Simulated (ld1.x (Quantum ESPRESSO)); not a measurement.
Scattering properties, ultrasoft potential for Yb (Z = 70)

| Item | Value |
| --- | --- |
| Element | ytterbium |
| Generator | ld1.x (Quantum ESPRESSO) 7.5 |
| Type | ultrasoft |
| Functional | LDA (PZ) |
| Relativity | fully relativistic |
| Frozen core | [Kr] 4d10 4f13 |
| Valence charge | 11 |
| Reference configuration | 5s2 5p6 5d1 6s2 6p0 |
| Partial waves | 5s (bound): rcut 1.55, rcutus 2.00 bohr; 6s (bound): rcut 1.55, rcutus 2.00 bohr; 5p (bound): rcut 1.85, rcutus 2.15 bohr; 6p (bound, empty): rcut 1.85, rcutus 2.15 bohr; 5d (bound): rcut 2.70, rcutus 3.45 bohr; 5d channel at 3.9 Ry: rcut 2.70, rcutus 3.45 bohr |
| Local potential | all-electron potential smoothed inside 2.45 bohr (lloc = -2) |
| Core correction | none |
| Augmentation charge | PSQ, inside the norm-conserving radii |

Open shells are filled in proportion to 2j + 1 (rel_dist='average').

The phase is arctan(r·u′/u) with u = r·R(r), unwrapped; energies in Ry, scanned from -6 to 5 Ry. A pole is an energy at which the radial function vanishes at the test radius. The pseudo phase is shifted by a multiple of π to meet the all-electron one at the reference energy, and phase errors are pseudo minus all-electron; the curves can meet again beyond the range given. Levels narrower than the energy grid can be missing from the lists of poles. n/a: not evaluated, since a narrow level or a reset projector energy made the automatic matching unsafe.

| channel | radius (bohr) | reference energy (Ry) | poles, all-electron | poles, pseudo | unbroken range about the reference energy with phases within 0.05 rad | phase error 1 Ry above the reference energy (rad) |
| --- | --- | --- | --- | --- | --- | --- |
| s | 3.74 | -0.35 | 0.43, 4.63 | 0.43, 4.62 | the whole range | +0.000 |
| p1/2 | 3.74 | -0.12 | 1.12 | 1.12 | n/a | n/a |
| p3/2 | 3.74 | -0.10 | -2.14, 1.36 | -2.14, 1.36 | below 3.2 | -0.000 |
| d3/2 | 3.74 | -0.16 | 0.07, 2.89 | 0.09, 2.97 | below 0.5 | +0.122 |
| d5/2 | 3.74 | -0.14 | 0.12, 2.96 | 0.13, 3.02 | below 0.7 | +0.094 |

Phases in the p3/2 channel:

```csv
E (Ry),all-electron,pseudo
-6.00,1.458,1.458
-5.74,1.455,1.455
-5.48,1.452,1.452
-5.22,1.449,1.449
-4.96,1.446,1.446
-4.70,1.442,1.442
-4.44,1.438,1.438
-4.18,1.433,1.433
-3.92,1.428,1.428
-3.66,1.422,1.422
-3.40,1.415,1.415
-3.14,1.408,1.408
-2.88,1.398,1.398
-2.62,1.385,1.385
-2.36,1.361,1.361
-2.10,-1.696,-1.696
-1.84,-1.771,-1.771
-1.58,-1.798,-1.798
-1.32,-1.828,-1.828
-1.06,-1.867,-1.867
-0.80,-1.925,-1.925
-0.54,-2.025,-2.025
-0.28,-2.235,-2.235
-0.02,-2.828,-2.828
0.24,-3.890,-3.890
0.50,-4.363,-4.363
0.76,-4.543,-4.543
1.02,-4.636,-4.636
1.28,-4.697,-4.697
1.54,-4.744,-4.744
1.80,-4.785,-4.786
2.06,-4.828,-4.829
2.32,-4.878,-4.880
2.58,-4.949,-4.952
2.84,-5.068,-5.077
3.10,-5.343,-5.373
3.36,-6.202,-6.306
3.62,-7.184,-7.234
3.88,-7.505,-7.526
4.14,-7.634,-7.646
4.40,-7.704,-7.713
4.66,-7.748,-7.756
4.92,-7.780,-7.787
```
